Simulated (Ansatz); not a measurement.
Ligand-field states of CuBr2 at its PBE-D4/def2-TZVP geometry (relaxed as a doublet).

Cartesian coordinates in Å:
```
Cu 0.000 0.000 0.000
Br -0.278 2.201 -0.030
Br 0.278 -2.201 0.030
```

CASSCF(9,5) on the Cu 3d shell in def2-TZVP, averaged with equal weights over 5 doublets, then SC-NEVPT2; Ansatz, no spin–orbit coupling. The space holds no ligand orbitals and no second d shell, so covalent complexes are described poorly.

**Question.** Estimate the states' energies above the lowest.

**Answer.** 
```tsv
state	CASSCF (eV)	NEVPT2 (eV)
doublet 1	0.00	0.00
doublet 2	0.15	0.19
doublet 3	0.15	0.19
doublet 4	0.46	0.70
doublet 5	0.46	0.70
```
The lowest NEVPT2 state is a doublet. Run time 24 s (4 threads of Arm Neoverse N1 on a shared host), peak host memory 0.74 GiB.
